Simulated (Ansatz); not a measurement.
One change: `[CH2]1[S][SnH2]1` becomes `[CH2]1[Se][SnH2]1`.

Ansatz, PBE0-D4/def2-TZVP geometries, multiplicity 1. 

Elements past krypton have def2 core potentials. Scalar relativity is left out up to krypton.

```json
{"property": "LUMO energy (PBE0/def2-TZVPP) / eV", "`[CH2]1[S][SnH2]1`": "-1.03"}
{"property": "HOMO energy (ωB97M-V/def2-TZVPP) / eV", "`[CH2]1[S][SnH2]1`": "-8.79"}
{"property": "HOMO energy (B3LYP/def2-TZVPP) / eV", "`[CH2]1[S][SnH2]1`": "-6.37"}
{"property": "size of the dipole moment (B3LYP/def2-TZVPP) / D", "`[CH2]1[S][SnH2]1`": "2.56"}
{"property": "HOMO–LUMO gap (PBE0/def2-TZVPP) / eV", "`[CH2]1[S][SnH2]1`": "5.58"}
{"property": "LUMO energy (B3LYP/def2-TZVPP) / eV", "`[CH2]1[S][SnH2]1`": "-1.25"}
```

(1) What does the change do to each property? (Estimate.)

Answers

(1) The calculation gave: 
```
                                        property  `[CH2]1[Se][SnH2]1`  shift
              LUMO energy (PBE0/def2-TZVPP) / eV                -1.14  -0.11
           HOMO energy (ωB97M-V/def2-TZVPP) / eV                -8.49   0.30
             HOMO energy (B3LYP/def2-TZVPP) / eV                -6.12   0.25
size of the dipole moment (B3LYP/def2-TZVPP) / D                 2.43  -0.13
            HOMO–LUMO gap (PBE0/def2-TZVPP) / eV                 5.21  -0.37
             LUMO energy (B3LYP/def2-TZVPP) / eV                -1.37  -0.12
```

With PBE0 the HOMO rises by 0.26 eV and the LUMO falls by 0.11 eV, so the gap narrows by about 0.37 eV. PBE moves the HOMO by 0.18 eV and ωB97M-V by 0.30 eV. Dipoles are sizes alone; their direction can turn.

B3LYP here is the variant with VWN-RPA as its local correlation; programs differ in this.

Spin–orbit coupling is left out; it splits and shifts lone-pair levels of the heavy atoms by tenths of an eV.
